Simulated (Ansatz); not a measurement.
Results of the Gaussian-basis code of Ansatz.

Basis-set series for CH$_{2}$BClOS, SMILES `O=CB(S)Cl`. The species carries charge 0 and has multiplicity 1. All single points use the PBE0-D4/def2-TZVP geometry. It is one conformer, not always the lowest.

| functional | basis | functions | energy (Eh) | HOMO (eV) | LUMO (eV) |
| --- | --- | --- | --- | --- | --- |
| PBE0-D4 | def2-SVP | 88 | -997.00720 | -7.40 | -2.67 |
| PBE0-D4 | def2-TZVPP | 205 | -997.45910 | -7.56 | -2.87 |
| ωB97M-V | def2-SVP | 88 | -997.36383 | -9.73 | -0.42 |
| ωB97M-V | def2-TZVPP | 205 | -997.81741 | -9.91 | -0.69 |

(1) Give the rows for def2-QZVPP. (Estimate.)

Results:

(1) The calculation gave: 
```
functional       basis  functions  energy (Eh)  HOMO (eV)  LUMO (eV)
   PBE0-D4  def2-QZVPP        371   -997.49186      -7.59      -2.92
   ωB97M-V  def2-QZVPP        371   -997.84844      -9.95      -0.76
```
